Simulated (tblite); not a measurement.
Species: C₇H₁₂O.
Geometry (GFN2-xTB, Å), atoms numbered from 1 in this order:
```
atom  x, y, z in Å
C1     2.4404    0.1024   -0.1486
C2     1.3095    1.1411   -0.1069
C3     0.3143    0.0265    0.2709
C4    -0.9534   -0.0526   -0.5528
C5    -1.9788   -1.1159   -0.1321
O6    -2.9598   -0.1153    0.1473
C7    -2.0660    0.9448   -0.1970
C8     1.3998   -1.0224   -0.0404
H9     3.0467    0.1000   -1.0518
H10    3.0986    0.1570    0.7157
H11    1.0971    1.5784   -1.0805
H12    1.4241    1.9429    0.6190
H13    0.0591    0.0490    1.3323
H14   -0.7122   -0.0760   -1.6167
H15   -1.7142   -1.6852    0.7639
H16   -2.3104   -1.8024   -0.9157
H17   -2.4522    1.5495   -1.0217
H18   -1.8527    1.5903    0.6602
H19    1.2266   -1.5353   -0.9845
H20    1.5785   -1.7661    0.7328
```

Method: GFN2-xTB as coded in tblite; computed harmonic values from a numerical Hessian at the method's own geometry, unscaled. Against measured fundamentals such values can be off by several per cent, at times by over 20. One conformer, not necessarily the lowest.

Harmonic wavenumbers (cm⁻¹): 56.8, 60.5, 87.7, 170.8, 323.3, 345.7, 436.0, 674.9, 770.8, 814.6, 816.9, 885.5, 892.6, 987.9, 996.3, 1012.6, 1033.3, 1038.1, 1046.3, 1080.5, 1097.0, 1097.1, 1110.2, 1116.7, 1133.9, 1183.5, 1188.1, 1215.1, 1222.8, 1239.7, 1247.0, 1249.9, 1258.3, 1258.9, 1263.2, 1282.8, 1368.4, 1474.7, 1475.2, 1477.8, 1485.0, 1495.9, 2921.1, 2922.8, 2947.4, 2948.7, 2962.1, 2973.3, 2998.4, 3006.4, 3016.3, 3019.4, 3020.9, 3025.0.

A = 5394, B = 1219, C = 1066 MHz; mass 112.089 u (most abundant isotopes); point group Cs, symmetry number 1.

Problem. What is the zero-point energy?

Solution. Half the sum of the wavenumbers: 38617 cm⁻¹ = 461.96 kJ/mol.

Problem. Entropy at 500 K, 1 bar (ideal gas, RRHO, classical rotation)?

Solution. Translation 178.46, rotation 124.52, vibration 159.37: S = 462.3 J/(mol K).

Problem. And Cp and H(500 K) − H(0)?

Solution. Cp = 219.52 J/(mol K), of which vibrations give 186.26 (their classical limit is 54 R = 449.0); H(500 K) − H(0) = 58.49 kJ/mol without the zero-point energy, 41.86 from vibrations.

Problem. Blend soft modes into free rotors: weight 1/[1 + (100 cm⁻¹/ν̃)⁴] for the oscillator and the rest for a rotor with moment μB/(μ + B), μ = h/(8π²ν), B = 10⁻⁴⁴ kg m². What vibrational entropy results?

Solution. 143.72 J/(mol K) in place of 159.37, which changes −T·S at 500 K by +7.83 kJ/mol.

Problem. Which modes carry the vibrational entropy at 500 K?

Solution. 56.8 cm⁻¹: 23.38; 60.5 cm⁻¹: 22.86; 87.7 cm⁻¹: 19.78; 170.8 cm⁻¹: 14.30; 323.3 cm⁻¹: 9.21; 345.7 cm⁻¹: 8.69 J/(mol K); the other 48 give 61.14 together.

Hindered rotation and anharmonicity are outside this model. Other conformers, if any are populated, would add a mixing term that is left out.

On an AMD EPYC 9R45 with one thread, shared host with 96 logical CPUs at a one-minute load of 71, this took 0.61 s of wall time. This covers the Hessian and the dipole derivatives.
